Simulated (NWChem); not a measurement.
Molecule: C3H5FSi; SMILES C#C[Si@H](C)F

```xyz
10

C      0.0636     2.5664    -0.1939
C     -0.0126     1.3722     0.0280
Si    -0.0923    -0.4265     0.3718
C      1.4048    -1.2919    -0.3042
F     -1.4213    -1.0153    -0.3614
H      0.1262     3.6226    -0.3899
H     -0.2709    -0.6367     1.8334
H      1.4938    -1.1200    -1.3876
H      2.3179    -0.9122     0.1803
H      1.3438    -2.3764    -0.1257
```
Atoms are numbered in this order, from 1.

Computed with NWChem. The geometry was optimised at PBE0/def2-SVP. GIAO values for the isolated, static molecule; σ is the absolute isotropic shielding, δ = σ(reference) − σ with the isolated reference molecule computed at the same levels (13C: tetramethylsilane, 19F: trichlorofluoromethane, 1H: tetramethylsilane, 29Si: tetramethylsilane).

Task: Predict the results for LDA (Slater exchange, VWN5)/pcSseg-1. Quantities: δ C1 (ppm); δ Si3 (ppm); δ C4 (ppm); δ F5 (ppm); δ H6 (ppm); δ H7 (ppm); δ H8 (rotor mean) (ppm).

Result: 
```yaml
"δ C1 (ppm)": 107.0
"δ Si3 (ppm)": -2.6
"δ C4 (ppm)": 0.8
"δ F5 (ppm)": -210.8
"δ H6 (ppm)": 2.29
"δ H7 (ppm)": 5.54
"δ H8 (rotor mean) (ppm)": 0.45
```
